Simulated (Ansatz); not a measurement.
Calculated with Ansatz (gas phase, PBE0-D4/def2-TZVP geometries, no zero-point term in ΔE). CBS: MP2 limit from def2 TZ/QZ plus the TZ coupled-cluster correction, frozen cores. DFT in def2-TZVPP. Each species was taken in one conformer, which may not be the lowest.

`B[SiH](F)[SiH2]N` + `C=CN=C` → `B[SiH](F)C=C` + `C=N[SiH2]N`  (formal exchange of groups at the Si–Si bond)

`B[SiH](F)[SiH2]N`:

Z-matrix (Å, degrees):
```
Si
F 1 1.612
Si 1 2.361 2 110.4
B 1 1.985 2 114.3 3 121.4
H 1 1.493 2 107.2 3 -115.5
N 3 1.720 1 110.7 2 66.4
H 3 1.498 1 105.5 2 -167.3
H 3 1.488 1 110.4 2 -52.0
H 4 1.195 1 124.4 2 -12.7
H 4 1.198 1 117.5 2 172.6
H 6 1.006 3 121.4 1 51.8
H 6 1.007 3 120.0 1 -160.9
```

`C=CN=C`:

Z-matrix (Å, degrees):
```
C
C 1 1.328
H 1 1.082 2 121.1
H 1 1.083 2 120.3 3 -180.0
N 2 1.393 1 121.2 3 180.0
H 2 1.094 1 121.0 3 -0.0
C 5 1.266 2 117.6 1 -180.0
H 7 1.088 5 119.3 2 -180.0
H 7 1.098 5 123.1 2 0.0
```

`B[SiH](F)C=C`:

Z-matrix (Å, degrees):
```
Si
F 1 1.609
C 1 1.857 2 107.3
B 1 2.002 2 112.7 3 119.9
H 1 1.492 2 106.9 3 -118.6
C 3 1.331 1 122.7 2 7.4
H 3 1.089 1 118.6 2 -173.9
H 4 1.197 1 118.7 2 178.2
H 4 1.195 1 123.7 2 -3.7
H 6 1.086 3 121.6 1 -1.2
H 6 1.086 3 122.1 1 179.4
```

`C=N[SiH2]N`:

Z-matrix (Å, degrees):
```
Si
N 1 1.750
N 1 1.708 2 114.0
H 1 1.493 2 109.5 3 120.4
H 1 1.482 2 105.7 3 -118.9
C 2 1.257 1 123.1 3 -123.4
H 3 1.007 1 120.1 2 76.0
H 3 1.007 1 120.3 2 -69.0
H 6 1.097 2 120.7 1 -179.8
H 6 1.104 2 124.1 1 0.2
```

```csv
level,ΔE (eV)
B2PLYP,-0.91
HF/def2-TZVPP,-1.10
```

Question: What does CCSD(T)/CBS give? (Estimate.)

Answer: The calculation gave: -0.93 eV. The listed levels differ from it by 0.02, -0.17 eV.

Largest T1 diagnostic among the species: 0.013.

From PBE to PBE0 (25 % exact exchange), in def2-TZVPP and without D4, ΔE moves by −0.12 eV. In def2-TZVPP, CCSD(T) changes the Hartree–Fock value by +0.18 eV (the triples alone add +0.04 eV) and MP2 by +0.08 eV.
